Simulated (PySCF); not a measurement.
A structure optimised at B3LYP-D3(BJ)/def2-TZVP, used in a PySCF frequency run:

```xyz
7

B     -0.5487     0.7887     0.0000
F      0.3311     1.7812     0.0000
H     -1.7034     1.1109     0.0000
Si     0.0649    -1.1516     0.0000
H     -0.4910    -1.8309     1.1989
H     -0.4910    -1.8309    -1.1989
H      1.5398    -1.3009     0.0000
```
Charge 0, spin multiplicity 1.

Task: Write its SMILES, formula and point group.

Result: FB[SiH3], BFH4Si, Cs

Task: What are its rotational constants (standard atomic weights)?

Result: 35.869, 4.3460, 4.0567 GHz
